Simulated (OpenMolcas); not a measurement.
**4f ions of charge +0 along the row**

| Property | Result |
| --- | --- |
| Program | OpenMolcas |
| Method | CASSCF |
| Basis | ANO-RCC-VTZP |
| Scalar Hamiltonian | DKH2, point nucleus |
| Spin-orbit coupling | state interaction with AMFI integrals over the reference wave functions, term energies averaged over their components |

Active space: the 4f shell under a closed s shell.

ζ = ±2S·A comes from the whole width of the ground multiplet by E(J) = (A/2) J(J+1), where its levels are at least 85 % pure. Energies in cm-1.

```tsv
Ion	Configuration	Lowest level	Weight (%)	g	g, pure LS	Next level	E	E measured	ζ	ζ measured
Pr	4f3 6s2	4I* 9/2	98	0.730	0.727	4I* 11/2	1455	1377	731	674
Nd	4f4 6s2	5I4	98	0.602	0.599	5I5	1186	1128	845	777
Pm	4f5 6s2	6H* 5/2	98	0.291	0.284	6H* 7/2	834	804	996	925
Sm	4f6 6s2	7F0	96			7F1	278	293	1203	1149
Tb	4f9 6s2	6H* 15/2	96	1.328	1.334	6H* 13/2	2884	2772	1619	
Dy	4f10 6s2	5I8	95	1.244	1.251	5I7	4253	4134	1789	1681
Ho	4f11 6s2	4I* 15/2	98	1.198	1.200	4I* 13/2	5552	5420		
Er	4f12 6s2	3H6	99	1.166	1.167	3F4 [51 %]	6254
```

Measured columns use the levels in NIST Handbook of Basic Atomic Spectroscopic Data (Pr, Nd, Pm, Sm, Tb, Dy, Ho).

The computed ζ goes from 731 (Pr) to 1789 cm-1 (Dy), a factor of 2.45, rising at every step. It departs from the measured column by +5 to +9 %.

Without dynamic correlation excited terms often stand tens of per cent too high (terms of higher spin than the ground term too low), and those without a measured partner can miss by more than the paired ones. With the s shell closed, the reference lacks s² → p² mixing. High states are left out of the spin-orbit mixing, which shifts the levels that they would mix with (holds for Pr; Nd; Pm; Sm; Tb; Dy; Ho). Some high roots are left out of the spin-orbit mixing, which shifts the levels that they would mix with (holds for Er). Computed and measured levels are paired by configuration, term and J; levels that our copy of the source lacks, or whose pairing is in doubt (as where it misses far off the trend of its configuration), stay unpaired and out of the deviations. Levels of configurations outside the active space are missing.

A share in square brackets marks a mixed level and gives the weight of the term that names it, the lowest over the columns. * marks odd parity.
